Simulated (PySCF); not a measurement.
Coordinates in bohr (charge 0 multiplicity 1):
```
Sb   -0.2012    0.0000    0.0000
O    -1.2472    3.2061    0.0000
O    -1.2472   -3.2061    0.0000
F     3.3597    0.0000    0.0000
```

These are results of PBE0 in PySCF with Sb def2-TZVP with ECP28, O def2-TZVP, F def2-TZVP; scalar-relativistic core potentials, no spin–orbit coupling; density-fitted integrals, not measurements.

This geometry of SbO₂F is a stationary point at this level.

Q: What is the point group?

A: C2v.

Q: Is it a minimum?

A: Yes: all harmonic wavenumbers are real.

Q: Which band is strongest in the infrared?

A: 652 cm⁻¹ (a1), 96 km/mol.

Q: What are the dipole moment and the gap between the highest occupied and lowest empty levels?

A: 0.17 D and 5.57 eV.

This need not be the most stable arrangement of these atoms.
